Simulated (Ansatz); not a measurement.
Born–Oppenheimer molecular dynamics of C2H10AlNO (15 atoms, charge 0, multiplicity 1). It starts from a rough guess of a transition structure, not a stationary point.

The calculation used Ansatz, UKS BLYP/STO-3G.

| Property | Result |
| --- | --- |
| ensemble | NVE (velocity Verlet) |
| time step | 0.5 fs |
| steps asked | 150 |
| starting velocities drawn for | 100 K |
| seed | 284733 |

First frame:

```xyz
15
Properties=species:S:1:pos:R:3
Al -0.848 1.610 0.355
O -0.701 -0.051 -1.044
C -1.052 -1.038 -1.962
H -0.825 2.969 -0.363
H -1.829 1.337 1.509
H 0.381 0.015 -0.360
N 1.114 0.566 0.618
C 1.274 -0.399 1.693
H -1.849 -1.674 -1.563
H -1.401 -0.581 -2.894
H -0.181 -1.667 -2.184
H 2.008 0.875 0.255
H 1.821 0.029 2.539
H 0.281 -0.692 2.042
H 1.806 -1.299 1.359
```

(1) How far do the bonds stretch over the last three quarters of this one trajectory? (Pairs bonded in most of those frames.)

Answers

(1) 
```tsv
bond	mean (Å)	spread (Å)	shortest	longest
Al1–O2	1.861	0.134	1.67	2.08
Al1–H4	1.517	0.022	1.48	1.55
Al1–H5	1.518	0.039	1.46	1.58
Al1–N7	2.017	0.171	1.80	2.25
O2–C3	1.477	0.081	1.29	1.58
C3–H9	1.129	0.035	1.07	1.19
C3–H10	1.127	0.033	1.08	1.18
C3–H11	1.121	0.021	1.09	1.15
H6–N7	1.218	0.084	1.08	1.40
N7–C8	1.538	0.091	1.38	1.68
N7–H12	1.072	0.040	1.01	1.13
C8–H13	1.115	0.017	1.09	1.14
C8–H14	1.112	0.006	1.10	1.12
C8–H15	1.116	0.020	1.09	1.15
```

Mean temperature of the second half: 783 K. The conserved energy stayed within 0.33 meV per atom of its start (net change -0.23 meV per atom), so the integration is sound. The system heated up, since it started high on the potential surface and ran downhill. A run of 0.075 ps of so small a system gives no equilibrium averages. The orbitals stay closed-shell, which can raise the energy where a bond breaks towards radicals; this wasn't checked here. Limits of this set-up: minimal basis.

Time of the run: 8.6 min on 1 CPU thread of a shared host.
